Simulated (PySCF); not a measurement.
Calculation: TPSSh-D3(BJ)/def2-TZVP // PBE-D3(BJ)/def2-SVP in PySCF. Gas-phase values, no solvent. One relaxed conformer stands for a flexible species; it need not be the lowest. 

Reference species: [Zn(CH3)(Br)] (neutral, multiplicity 1).

The LUMO is -0.95 eV and the coordination number is 2.

Changed species: [Zn(CH3)2] (0 of 2 CH3 replaced by Br; the reference has 1 of 2 CH3 replaced by Br).

Problem. Predict the effect on the LUMO and coordination number.

Solution. the LUMO rises by 0.86 eV, to -0.09 eV; the coordination number stays essentially unchanged.
